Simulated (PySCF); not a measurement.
A failing input for CdSi

```python
from pyscf import gto, scf, mp

mol = gto.M(
    atom='Cd 0 0 0; Si 0 0 2.515',
    basis='crenbl',
    ecp={'Cd': 'crenbl', 'Si': 'crenbl'},
    charge=0,
    spin=2,
    symmetry=True,
    verbose=4,
)
mf = scf.UHF(mol)
mf.max_cycle = 1
mf.kernel()
mp.MP2(mf).kernel()
mf.dip_moment()
print('orbital energies (hartree):', [e[max(0, n-3):n+3].round(4) for e, n in zip(mf.mo_energy, mol.nelec)])
```

```bash
$ OMP_NUM_THREADS=1 python input.py
```

The log, shortened:

```
[earlier lines left out]
SCF energy = -168.803194813433 after 1 cycles  <S^2> = 2  2S+1 = 3

******** <class 'pyscf.mp.ump2.UMP2'> ********
nocc = (np.int64(13), np.int64(11)), nmo = (56, 56)
Init E(MP2) = -0.301638558771124
cycle = 1  E_corr(MP2) = -0.255421828139466  dE = 0.0462167306  norm(t2) = 0.178736
cycle = 2  E_corr(MP2) = -0.276839019294184  dE = -0.0214171912  norm(t2) = 0.150979
cycle = 3  E_corr(MP2) = -0.271862599269252  dE = 0.00497642002  norm(t2) = 0.156624
cycle = 4  E_corr(MP2) = -0.271379732248946  dE = 0.00048286702  norm(t2) = 0.0228832
cycle = 5  E_corr(MP2) = -0.272115947940014  dE = -0.000736215691  norm(t2) = 0.0144228
cycle = 6  E_corr(MP2) = -0.272989712011516  dE = -0.000873764072  norm(t2) = 0.0103842
cycle = 7  E_corr(MP2) = -0.27324453888041  dE = -0.000254826869  norm(t2) = 0.00662701
cycle = 8  E_corr(MP2) = -0.273192918561183  dE = 5.16203192e-05  norm(t2) = 0.0058377
cycle = 9  E_corr(MP2) = -0.273220714031758  dE = -2.77954706e-05  norm(t2) = 0.0055162
cycle = 10  E_corr(MP2) = -0.27324045473653  dE = -1.97407048e-05  norm(t2) = 0.00564703
[30 cycles left out]
cycle = 41  E_corr(MP2) = -0.273317169272944  dE = 1.77667341e-06  norm(t2) = 0.00183756
cycle = 42  E_corr(MP2) = -0.273319242471429  dE = -2.07319848e-06  norm(t2) = 0.00191171
cycle = 43  E_corr(MP2) = -0.273325272854805  dE = -6.03038338e-06  norm(t2) = 0.00189529
cycle = 44  E_corr(MP2) = -0.273317997971037  dE = 7.27488377e-06  norm(t2) = 0.00160385
cycle = 45  E_corr(MP2) = -0.273308285975902  dE = 9.71199514e-06  norm(t2) = 0.00145173
cycle = 46  E_corr(MP2) = -0.273304336375102  dE = 3.9496008e-06  norm(t2) = 0.00132332
cycle = 47  E_corr(MP2) = -0.27330410382958  dE = 2.32545522e-07  norm(t2) = 0.00132046
cycle = 48  E_corr(MP2) = -0.273305067179271  dE = -9.63349691e-07  norm(t2) = 0.001332
cycle = 49  E_corr(MP2) = -0.273304392877125  dE = 6.74302146e-07  norm(t2) = 0.00132765
cycle = 50  E_corr(MP2) = -0.273307265735079  dE = -2.87285795e-06  norm(t2) = 0.00132022
E(UMP2) = -169.076502079168  E_corr = -0.273307265735079
E(SCS-UMP2) = -169.067129792707  E_corr = -0.263934979274561
E_corr(same-spin) = -0.0738850841625401
E_corr(oppo-spin) = -0.199422181572539
Dipole moment(X, Y, Z, Debye):  0.00000,  0.00000, 11.87128
orbital energies (hartree): [array([-0.5776, -0.2995, -0.2991, -0.2991, -0.1752, -0.1752]), array([-1.544 , -0.8709, -0.5776, -0.2995, -0.2991, -0.2991])]
```

Which setting is at fault, why, and what does a mended input give?

The cycle limit (1): the limit is below the number of cycles that the SCF needs. With this edit
```diff
- mf.max_cycle = 1
```
the run finishes: E(SCF) = -169.614348 Eh, E(MP2) − E(SCF) = -0.25936 Eh, ⟨S²⟩ = 2.552, μz(SCF) = -2.62 D.

⟨S²⟩ = 2.55 against 2.00 for a pure state: the determinant is spin-contaminated. The bond length is a typed value, not an optimised one. No search for the lowest solution was made.
